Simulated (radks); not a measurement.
Numerical settings for neutral holmium, [Xe] 4f11 6s2. All-electron calculation, scalar-relativistic Kohn-Sham, PBE, spin-polarised, spherical densities, finite nucleus; open shells are filled with parallel spins first (spin-orbit coupling, left out, can overturn this in heavy ions); Fermi nuclear charge, rms radius 5.2022 fm. Program: a radial shooting solver on a logarithmic mesh with Libxc functionals. The defaults (mesh step 0.008 in ln r, mesh end at 40 bohr or more with all orbitals vanishing there, Anderson mixing 0.5 over 9 steps, residual threshold near 1e-9 with the energy settled to 1e-9 hartree or 1e-11 of itself, here a cap of 74 iterations) give E = -12615.2228 hartree and 4f at -1.930 eV in 17 iterations. Run on one thread of a shared host, so times are rough (Arm Neoverse V1): 0.32 s of CPU time, 0.32 s wall, 17 iterations on 2440 mesh points. Changes against that run (0 stands for a change within the tolerance of the run):

setting                    iterations         converged  E (mhartree)  e(4f) (meV)  CPU (s)
mesh step in ln r 0.005            17               yes             0            0      0.5
mesh step in ln r 0.05             17               yes       -0.0475      -0.0354     0.07
mesh step in ln r 0.012            17               yes             0            0     0.22
mesh end (bohr) 1                  14  level above zero     +3.29e+05    +3.94e+05      0.2
mesh end (bohr) 3                  17  level above zero     +3.22e+03    +1.91e+04     0.26
residual threshold 1e-13           74                no             0            0     0.66
residual threshold 0.1             10               yes     -0.000606        -1.95     0.22
mixing 0.2                          8                no      diverged            -     0.21
linear mixing, mixing 0.2          74                no             0            0      1.1
linear mixing, mixing 0.5          74                no          +603         +519      1.8
mixing history 20                  23               yes             0            0     0.41
iteration cap 8                     8                no      -0.00165          +18     0.18

Settled on a wrong energy, with an occupied level pushed above zero by the early mesh end: mesh end (bohr) 1 (+329 hartree); mesh end (bohr) 3 (+3.22 hartree). Apart from these: no run marked as converged misses the energy by more than 1 mhartree. A mesh that ends early acts as a hard wall.
